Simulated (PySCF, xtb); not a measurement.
1,1,2-trichloroprop-1-ene (C3H3Cl3), SMILES ClC(C)=C(Cl)Cl.

xtb with GFN2-xTB at its own geometry gives an orbital gap of 4.04 eV and a dipole moment of 1.70 D.

Geometry optimised at PBE-D3(BJ)/def2-SVP.

### Question
What does ωB97X/def2-TZVP run with PySCF give? (An estimate is asked for; the answer gives what the named calculation found.)

### Answer
gap 10.78 eV (levels -9.37 and 1.41 eV), dipole 1.69 D.
